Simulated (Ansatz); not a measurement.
A CCSD(T) single point on C2H7AlOS.

```yaml
crystal:
  periodic: [false, false, false]
  atoms:
    - {symbol: C, position_ang: [-1.670525, 1.057623, 0.715371]}
    - {symbol: Al, position_ang: [-0.293204, -0.324604, 0.744900]}
    - {symbol: S, position_ang: [1.896588, 0.288891, 0.765771]}
    - {symbol: C, position_ang: [1.745361, -0.705125, -0.731645]}
    - {symbol: O, position_ang: [0.337544, -0.649629, -1.148858]}
    - {symbol: H, position_ang: [-2.600795, 0.689843, 0.269694]}
    - {symbol: H, position_ang: [-1.916803, 1.374963, 1.734508]}
    - {symbol: H, position_ang: [-1.362359, 1.955215, 0.171139]}
    - {symbol: H, position_ang: [-0.577529, -1.798073, 1.264921]}
    - {symbol: H, position_ang: [2.377478, -0.345361, -1.543107]}
    - {symbol: H, position_ang: [1.932159, -1.764040, -0.557416]}
    - {symbol: H, position_ang: [0.209084, 0.165197, -1.651175]}
basis:
  gaussian: {orbitals: def2-TZVPP}
correlation: {method: ccsd_t}
```

```sh
$ ansatz run in.yaml --threads 4 --pin off --events-out ev --progress --plain --max-ram 10444MiB
```

The program prints (abridged):

```
Functional definition: HF
1607 factors; integrals over basis functions are off by at most 1.1e-3 eV
mean field evaluation 1: about -21608.7418 eV, gradient 3.8e1 eV
mean field evaluation 2: about -21609.0151 eV, gradient 3.8e1 eV
mean field evaluation 4: about -21612.5383 eV, gradient 4.2e0 eV
mean field evaluation 8: about -21612.6046 eV, gradient 3.1e-1 eV
mean field evaluation 16: about -21612.6054 eV, gradient 2.2e-6 eV
mean field -21612.60538940 eV, -794.2485985103 hartree, gradient 2.2e-6 eV, S^2 0.000000; 0 other end points of the search recorded, 0 dependent functions left out
13 core orbitals not correlated: weight in the atoms' cores, before any rotation towards them, 1.000 or more for the frozen orbitals, at most 0.000 for the correlated occupied ones
reference -21612.60538940 eV, -794.2485985103 hartree; 15, 15 occupied and 247, 247 virtual orbitals, 1607 factors
second order -23.18839337 eV of doubles, -0.00000000 eV of singles
cycle   1  -23.84972599 eV  change   -6.6e-1 eV  update   1.0e-1
cycle   2  -24.43809308 eV  change   -5.9e-1 eV  update   2.9e-2
cycle   3  -24.54202291 eV  change   -1.0e-1 eV  update   1.3e-2
cycle   4  -24.53360190 eV  change    8.4e-3 eV  update   3.1e-3
cycle   5  -24.53362033 eV  change   -1.8e-5 eV  update   1.4e-3
cycle   6  -24.53369388 eV  change   -7.4e-5 eV  update   4.8e-4
cycle   7  -24.53341809 eV  change    2.8e-4 eV  update   2.2e-4
cycle   8  -24.53343418 eV  change   -1.6e-5 eV  update   7.4e-5
cycle   9  -24.53345344 eV  change   -1.9e-5 eV  update   2.6e-5
perturbative correction -1.00299700 eV, -0.0368594600 hartree
Total energy: -21638.14183984 eV, -795.1870457547 hartree
```

It took 3 min on 4 threads of an Arm Neoverse V1 on a shared host, with 7.2 GiB of host memory at the peak.

Correlation energy per correlated electron: -0.851 eV. T1 diagnostic: 0.0108.
